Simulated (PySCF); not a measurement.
Gas-phase reaction: GeF4 + 4 H + 3 GeCl4 → 4 GeHCl3 + 2 F2

Computed with PySCF and rigid-rotor harmonic-oscillator thermochemistry at 1 bar. † marks an energy on the PBE0/def2-TZVP geometry and frequencies; other levels use their own. MP2 and CCSD(T) freeze the core. 6-31G* has spherical d functions here. Open shells (unrestricted): H (multiplicity 2); the rest are closed-shell singlets. B3LYP is the form with VWN-RPA correlation. Ge: all electrons, no relativistic terms. MP2 isn't extrapolated to the basis-set limit. CCSD(T) isn't extrapolated to the basis-set limit.

```json
[
 {"level": "B3LYP/6-31G*", "ΔH°(298 K), kJ": "296"},
 {"level": "B3LYP/def2-TZVP†", "ΔH°(298 K), kJ": "(withheld)"},
 {"level": "BLYP/def2-TZVP†", "ΔH°(298 K), kJ": "299"},
 {"level": "CCSD(T)/def2-SVP†", "ΔH°(298 K), kJ": "400"},
 {"level": "HF/def2-TZVP†", "ΔH°(298 K), kJ": "675"},
 {"level": "M06-2X/def2-TZVP†", "ΔH°(298 K), kJ": "(withheld)"},
 {"level": "MP2/def2-TZVPP†", "ΔH°(298 K), kJ": "(withheld)"},
 {"level": "PBE/def2-TZVP†", "ΔH°(298 K), kJ": "(withheld)"},
 {"level": "PBE0/def2-SVP†", "ΔH°(298 K), kJ": "369"},
 {"level": "PBE0/def2-TZVP", "ΔH°(298 K), kJ": "389"},
 {"level": "ωB97M-V/def2-TZVP†", "ΔH°(298 K), kJ": "386"}
]
```

Task: Some entries are withheld; supply them.

Result: 
- B3LYP/def2-TZVP†, ΔH°(298 K), kJ: 338
- M06-2X/def2-TZVP†, ΔH°(298 K), kJ: 484
- MP2/def2-TZVPP†, ΔH°(298 K), kJ: 521
- PBE/def2-TZVP†, ΔH°(298 K), kJ: 338
